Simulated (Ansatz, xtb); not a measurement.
# Relative energy of two isomers of C3H11NSSi2

Structure I: `C=C(C)[SiH2]S[SiH2]N`, a singlet. Structure II: `CS[Si@@H]1C[SiH2]CN1`, a singlet. Both are isolated molecules in the gas phase, relaxed with B3LYP/def2-SVP, each in the lowest conformer that the search found.

Question: Which of the two would you expect CCSD(T)/def2-SVP + ΔMP2/def2-TZVPP electronic energies to favour?

Answer: Structure I; the calculation gives E(II) − E(I) = +1.61 kcal/mol.

The same difference at several levels:

```csv
level,geometry,E(II) − E(I) (kcal/mol),departure from the last row (kcal/mol),"job, with rough time for the two"
GFN2-xTB,GFN2-xTB,+7.90,+6.29,"optimisation, 0.63 s"
HF/STO-3G,GFN2-xTB,−41.76,−43.37,"single point, 0.58 s"
r2SCAN-D4/def2-SVP,GFN2-xTB,−4.95,−6.56,"single point, 6.2 s"
B3LYP/def2-SVP,B3LYP/def2-SVP,+1.08,−0.53,"optimisation, 3.9 min"
HF/def2-SVP,B3LYP/def2-SVP,+5.34,+3.73,part of the CCSD(T) run
MP2/def2-SVP,B3LYP/def2-SVP,+0.47,−1.14,part of the CCSD(T) run
CCSD(T)/def2-SVP,B3LYP/def2-SVP,+2.00,+0.39,single point
CCSD(T)/def2-SVP + ΔMP2/def2-TZVPP,B3LYP/def2-SVP,+1.61,,"single point, 2.3 min"
```

As drawn, II has 1 C–S, 2 C–Si, 1 C–N, 2 C–H in place of 1 C=C, 1 C–C, 1 S–Si, 1 Si–H, 1 N–H. Structure I has no ring, II a 5-membered ring.

HF/STO-3G, r2SCAN-D4/def2-SVP put the two in the other order. MP2/def2-SVP finds them nearly level. The largest departure from CCSD(T)/def2-SVP + ΔMP2/def2-TZVPP is that of HF/STO-3G, 43.37 kcal/mol. The last row adds to CCSD(T) the change of the MP2 difference between the two basis sets, here −0.39 kcal/mol.

With thermal terms from frequencies at re-optimised GFN2-xTB minima (ideal gas, soft modes damped towards free rotors, one conformer each, 298.15 K, 1 atm): the zero-point term adds +2.38 kcal/mol; ΔH is +3.02 and ΔG +5.18 kcal/mol.

The correlated steps freeze 19 core orbitals. Mirror images aren't counted in ΔG. Codes used: Ansatz 0.2.0, xtb 6.7.1; the last row on 4 threads of Arm Neoverse V1 on a shared host.
